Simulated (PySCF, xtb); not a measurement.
F3Fe, SMILES [F][Fe-]([F])[F] (connectivity only; charge and spin as stated), charge -1, multiplicity 5.

Harmonic wavenumbers (cm⁻¹) from GFN2-xTB (xtb) at its own minimum, in rising order: 147, 147, 147, 393, 393, 409.

Problem. What does r2SCAN-D4/def2-SVPD run with PySCF give at its own minimum? (Estimate from the structure and the level; the computed values follow.)

Solution. 137, 138, 154, 513, 570, 570. Paired by order, the mean absolute difference is 81 cm⁻¹ and the zero-point energies are 2.3 and 3.0 kcal/mol.
